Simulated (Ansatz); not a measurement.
Ansatz (a first-principles code) input:
A basis named .json is the Basis Set Exchange file of that set.

Ansatz 0.2 input:
```yaml
crystal:
  periodic: [false, false, false]
  atoms:
    - {symbol: N, position_ang: [-1.70610600, -0.30198399, 0.09266808]}
    - {symbol: B, position_ang: [-0.34388816, -0.06086885, 0.01867847]}
    - {symbol: Cl, position_ang: [0.25552594, 1.55704790, -0.37806626]}
    - {symbol: Cl, position_ang: [0.81122835, -1.36823038, 0.32012492]}
    - {symbol: H, position_ang: [-2.08200363, -1.20817109, 0.31535187]}
    - {symbol: H, position_ang: [-2.39063636, 0.41650536, -0.07241799]}
basis:
  gaussian:
    orbitals: cc-pV_Q+d_Z.json
    fitting: {mean_field: def2-universal-jkfit, correlation: cc-pVQZ-RIFIT.json}
magnetization: {spin_polarized: false}
correlation: {method: mp2, electrons: outside_noble_gas}
```

Question: Predict the final energy.

Answer: -1000.27170 Eh (RI-MP2/cc-pV(Q+d)Z). The basis has 298 functions.
